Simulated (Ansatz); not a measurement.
Consider the ligand exchange at the Si–N bond: `OC(O)N[SiH3]` + `OC(O)[SiH3]` → `OC([SiH3])O[SiH3]` + `NC(O)O`.

Isolated molecules relaxed with PBE0-D4/def2-TZVP in Ansatz; ΔE leaves out vibrations. CBS: MP2 limit from def2 TZ/QZ plus the TZ coupled-cluster correction, frozen cores. Functionals use def2-TZVPP. B3LYP here is the variant with VWN-RPA as its local correlation; programs differ in this. One conformer a species, not always the lowest.

`OC(O)N[SiH3]`:

```xyz
12

O    -0.115    1.590    1.051
C     0.442    0.852    0.007
O     1.795    1.224   -0.056
N     0.287   -0.538    0.241
Si   -1.093   -1.434   -0.292
H     0.240    2.483    0.997
H    -0.059    1.095   -0.945
H     2.220    0.656   -0.706
H     0.717   -0.802    1.119
H    -1.330   -1.063   -1.711
H    -2.349   -1.189    0.469
H    -0.754   -2.875   -0.174
```

`OC(O)[SiH3]`:

Cartesian coordinates in Å:
```
O -1.226 -0.904 0.567
C 0.106 -0.480 0.449
O 0.519 0.284 1.558
Si 0.249 0.497 -1.187
H -1.300 -1.450 1.358
H 0.793 -1.337 0.448
H -0.015 1.085 1.583
H -0.287 -0.275 -2.336
H 1.679 0.821 -1.424
H -0.518 1.760 -1.015
```

`OC([SiH3])O[SiH3]`:

```xyz
13

O    -0.292    0.309    1.538
C    -0.360   -0.370    0.309
Si   -2.063   -0.185   -0.536
O     0.615    0.091   -0.598
Si    2.221    0.161   -0.189
H    -0.566    1.223    1.401
H    -0.155   -1.417    0.570
H    -2.055   -0.794   -1.888
H    -2.337    1.276   -0.630
H    -3.105   -0.828    0.305
H     2.953    0.250   -1.474
H     2.606   -1.070    0.552
H     2.537    1.352    0.639
```

`NC(O)O`:

```xyz
9

N    -0.218    1.146    0.127
C     0.205   -0.221    0.111
O     0.424   -0.518   -1.238
O    -0.769   -1.027    0.689
H     0.366    1.707   -0.480
H    -0.182    1.520    1.065
H     1.114   -0.433    0.696
H     0.670   -1.446   -1.288
H    -1.610   -0.727    0.318
```

```csv
level,ΔE (kJ/mol),difference from CCSD(T)/CBS
PBE-D4,-41.1,4.7
r2SCAN-D4,-45.9,-0.1
PBE0-D4,-41.8,4.0
B3LYP-D4,-46.9,-1.1
ωB97X-V,-45.3,0.5
ωB97M-V,-45.1,0.7
B2PLYP,-47.2,-1.4
PBE,-40.5,5.3
r2SCAN,-45.7,0.1
PBE0,-41.2,4.6
B3LYP,-45.9,-0.1
HF/def2-TZVPP,-50.9,-5.1
MP2/def2-TZVPP,-46.7,-0.9
SCS-MP2/def2-TZVPP,-47.9,-2.1
CCSD/def2-TZVPP,-46.7,-0.9
CCSD(T)/def2-TZVPP,-46.5,-0.7
HF/def2-QZVPP,-51.4,-5.6
MP2/def2-QZVPP,-46.5,-0.7
SCS-MP2/def2-QZVPP,-47.6,-1.8
HF/CBS(def2),-51.5,-5.7
MP2/CBS(def2),-46.1,-0.3
CCSD/CBS(def2),-46.1,-0.3
CCSD(T)/CBS,-45.8,0
```

Largest T1 diagnostic among the species: 0.013.

In def2-TZVPP, CCSD(T) changes the Hartree–Fock value by +4.4 kJ/mol (the triples alone add +0.2 kJ/mol) and MP2 by +4.2 kJ/mol.
